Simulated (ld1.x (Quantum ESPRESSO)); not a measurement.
## bismuth (Bi) TM: all-electron and pseudo phase curves

```json
{"Element": "bismuth", "Generator": "ld1.x (Quantum ESPRESSO) 7.5", "Type": "norm-conserving Troullier–Martins (Kleinman–Bylander form)", "Functional": "LDA (PZ)", "Relativity": "scalar-relativistic", "Frozen core": "[Xe] 4f14", "Valence charge": "15", "Reference configuration": "5d10 6s2 6p3", "Partial waves": "6s (bound): rc 1.80 bohr; 6p (bound): rc 2.50 bohr; 5d (bound): rc 1.85 bohr; 5f channel at 0.1 Ry: rc 2.70 bohr", "Local potential": "all-electron potential smoothed inside 1.45 bohr (lloc = -1)", "Core correction": "a·sin(br)/r model core inside 0.94 bohr"}
```

The phase is arctan(r·u′/u) with u = r·R(r), unwrapped; energies in Ry, scanned from -4 to 5 Ry. A pole is an energy at which the radial function vanishes at the test radius. The pseudo phase is shifted by a multiple of π to meet the all-electron one at the reference energy, and phase errors are pseudo minus all-electron; the curves can meet again beyond the range given. Levels narrower than the energy grid can be missing from the lists of poles.

```tsv
channel	radius (bohr)	reference energy (Ry)	poles, all-electron	poles, pseudo	unbroken range about the reference energy with phases within 0.05 rad	phase error 1 Ry above the reference energy (rad)
s	2.97	-1.08	-0.51	-0.52, 4.61	below 1.4	-0.003
p	2.97	-0.35	0.90	-3.11, 0.90	-3.1 to 2.9	-0.001
d	2.97	-2.00	-1.96, 3.15	-1.96, 3.05	below 4.9	-0.000
f	2.97	0.10	2.22	2.30	below 2.9	+0.020
```

Note: ghost states, extra bound levels that the all-electron valence spectrum of the same l lacks: s at -145.3 eV, p at -42.5 eV. A true bound ghost makes a file unfit for plane-wave use.

Phases in the s channel:

```tsv
E (Ry)	all-electron	pseudo
-4.00	1.373	1.373
-3.76	1.364	1.364
-3.52	1.353	1.353
-3.28	1.339	1.339
-3.04	1.323	1.323
-2.80	1.302	1.302
-2.56	1.275	1.275
-2.32	1.236	1.236
-2.08	1.177	1.176
-1.84	1.069	1.068
-1.60	0.819	0.817
-1.36	0.001	-0.001
-1.12	-1.051	-1.051
-0.88	-1.391	-1.391
-0.64	-1.526	-1.527
-0.40	-1.602	-1.603
-0.16	-1.654	-1.657
0.08	-1.697	-1.700
0.32	-1.736	-1.741
0.56	-1.776	-1.784
0.80	-1.820	-1.833
1.04	-1.875	-1.895
1.28	-1.946	-1.983
1.52	-2.050	-2.121
1.76	-2.217	-2.372
2.00	-2.516	-2.866
2.24	-3.044	-3.568
2.48	-3.653	-4.046
2.72	-4.046	-4.287
2.96	-4.260	-4.420
3.20	-4.384	-4.503
3.44	-4.464	-4.560
3.68	-4.519	-4.603
3.92	-4.561	-4.637
4.16	-4.593	-4.666
4.40	-4.619	-4.691
4.64	-4.640	-4.715
4.88	-4.659	-4.738
```
